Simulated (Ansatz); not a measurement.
`N[SiH]1BO1`, relaxed with RKS PBE0-D4/def2-TZVP in the Gaussian-basis code of Ansatz from a PBE-D4/def2-SVP geometry. The force threshold is 0.005 eV/Å; the program also tests the step.

Charge 0, multiplicity 1.

Start:

```xyz
8

N    -1.403   -0.425    0.520
Si   -0.178    0.188   -0.518
B     1.707   -0.166   -0.386
O     1.319    0.932    0.280
H    -2.175    0.153    0.860
H    -1.269   -1.266    1.083
H    -0.791    1.286   -1.328
H     2.789   -0.702   -0.511
```

Q: How much energy does the relaxation release, and in how many steps? (Best estimate.)

A: The calculation gave: 8.87 kJ/mol, in 8 steps.

Q: Which bonds change most? (Estimate.)

A: Ansatz gave: Si2–O4 from 1.852 to 1.750 Å; Si2–B3 from 1.922 to 1.889 Å; N1–Si2 from 1.719 to 1.693 Å; B3–H8 from 1.214 to 1.192 Å.

Q: Give the relaxed structure. (An estimate is asked.)

A: The calculation gave: 
```xyz
8

N    -1.368   -0.403    0.537
Si   -0.154    0.229   -0.460
B     1.686   -0.195   -0.414
O     1.288    0.890    0.280
H    -2.196    0.115    0.779
H    -1.242   -1.224    1.103
H    -0.781    1.270   -1.302
H     2.768   -0.682   -0.523
```
